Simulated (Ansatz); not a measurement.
The molecule InI, closed-shell singlet (the spin of the measured ground state). No spin–orbit coupling.

D_e counts from the fitted minimum to each atom's lowest state at the same level, without counterpoise. The singlet is restricted.

Correlated levels freeze the inner cores; with def2 sets outer-core shells near the valence are correlated too. CBS(a, b) extrapolates the correlation energy as X⁻³ and adds the Hartree–Fock energy of set b.

Codes used: Ansatz (Gaussian basis) for Hartree–Fock, density functionals and correlated methods. Values without a source in brackets are computed. In def2 rows elements past Kr take small-core potentials, without spin–orbit coupling.

**Question.** Give the bond energy D_e at the level SVWN5/def2-TZVPP.

**Answer.** 413 kJ/mol

**Question.** What is the computed bond energy D_e (CCSD(T)/CBS(def2-TZVPP, def2-QZVPP))?

**Answer.** 372 kJ/mol

**Question.** Give the bond energy D_e at the level B2PLYP/def2-TZVPP.

**Answer.** 350 kJ/mol

Ansatz is a first-principles code.
